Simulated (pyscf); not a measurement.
Single points on ωB97X-D3(BJ)/def2-SVPD structures (PySCF, gas phase).

`[Cl-]` + `[CH3][CH]([CH3])[Br]` → `[CH3][CH]([CH3])[Cl]` + `[Br-]`
Surface: singlet. Broken: Br–C. Formed: C–Cl. Give ΔE‡ and ΔE from ωB97M-D3(BJ)/def2-TZVPD, relative to the separated reactants.

ΔE‡ = 2.6 kcal/mol, ΔE = -9.2 kcal/mol. Zero-point energy shifts the barrier by -0.7 kcal/mol. It is a substitution at C, with an imaginary mode of 376i cm⁻¹. On the reactant side the descent ends in a bound adduct, 13.4 kcal/mol under the separated species and 17.7 kcal/mol under the saddle at ωB97X-D3(BJ)/def2-TZVPD. On the product side the descent ends in a bound adduct, 11.6 kcal/mol under the separated species and 24.2 kcal/mol under the saddle at ωB97X-D3(BJ)/def2-TZVPD. One saddle was located; it need not be the lowest between these sides. The angle at the attacked C is 157°. Elements up to Kr have no core potential and no relativistic terms here.
